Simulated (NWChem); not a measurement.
**Ionisation of Sn**

```xyz
1

Sn     0.0000     0.0000     0.0000
```
Charge 0, spin multiplicity 3.

All runs are NWChem calculations.

Basis set: def2-TZVP. The species with one electron less has spin multiplicity 2. Δ marks differences of total energies (open shells unrestricted). −ε marks an orbital energy of the parent. That orbital need not have the symmetry of the hole or added electron in the Δ rows.

Effective core potentials replace the inner electrons of Sn; spin-orbit coupling is left out. B3LYP has NWChem's definition, with VWN1-RPA local correlation. No SCF solution was tested for a lower state.

Problem. One of these methods gave a first vertical ionisation energy of 4.10 eV. Which?
A. ΔB3LYP
B. −ε(alpha HOMO) of PBE
C. −ε(alpha HOMO) of PBE0
D. −ε(alpha HOMO) of B3LYP

Solution. B, −ε(alpha HOMO) of PBE. The others give 4.72 (−ε(alpha HOMO) of B3LYP), 5.02 (−ε(alpha HOMO) of PBE0), 7.27 (ΔB3LYP).
